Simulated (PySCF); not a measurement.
B(Me)2(NHMe) (C₃H₁₀BN), SMILES CNB(C)C.

Geometry optimised at B3LYP-D3(BJ)/def2-SVP. One conformer was computed; it need not be the lowest.

Two levels are set side by side: PBE/def2-TZVP (PySCF) and M06-2X/def2-TZVP (PySCF). Same geometry, gas phase. Differences are taken from unrounded values.

```
quantity                     M06-2X    PBE  PBE minus M06-2X
---------------------------  ------  -----  ----------------
orbital gap (eV)              10.03   6.14             -3.89
highest occupied level (eV)   -8.67  -6.02              2.65
lowest empty level (eV)        1.35   0.12             -1.23
dipole moment (D)              1.35   1.43              0.09
mean polarisability (bohr³)    59.9   63.2               3.3
```

PBE's occupied levels lie high since its potential decays too fast outside the molecule; exact exchange lowers them and widens the gap. PBE's more diffuse valence density responds more strongly to a field. Differences between two approximate levels are no errors against the true value.

Rough cost on one machine, each run with all the roots and properties that it gave: M06-2X against PBE about 3 times.
